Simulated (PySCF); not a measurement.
C8H6N2S, SMILES c1csc(-c2cncnc2)c1.

Geometry: r2SCAN-D4/def2-SVP. The values are those of a single conformer.

Two levels are set side by side: PBE/def2-SVP (PySCF) and M06-2X/def2-SVP (PySCF). Same geometry, gas phase. Differences are taken from unrounded values.

```tsv
quantity	M06-2X
orbital gap (eV)	6.76
highest occupied level (eV)	-7.70
lowest empty level (eV)	-0.94
dipole moment (D)	2.95
mean polarisability (bohr³)	109.2
```

**Question.** What does PBE give, and how far is it from M06-2X? (Estimate from the structure and the level; the computed values follow.)

**Answer.** 
```tsv
quantity	PBE	PBE minus M06-2X
orbital gap (eV)	3.13	-3.63
highest occupied level (eV)	-5.62	2.08
lowest empty level (eV)	-2.49	-1.55
dipole moment (D)	3.01	0.06
mean polarisability (bohr³)	115.4	6.2
```

Without exact exchange PBE keeps part of each electron's self-repulsion, which lifts occupied levels and narrows the gap. PBE's more diffuse valence density responds more strongly to a field. Differences between two approximate levels are no errors against the true value.

Rough cost on one machine, each run with all the roots and properties that it gave: M06-2X against PBE about 4 times.
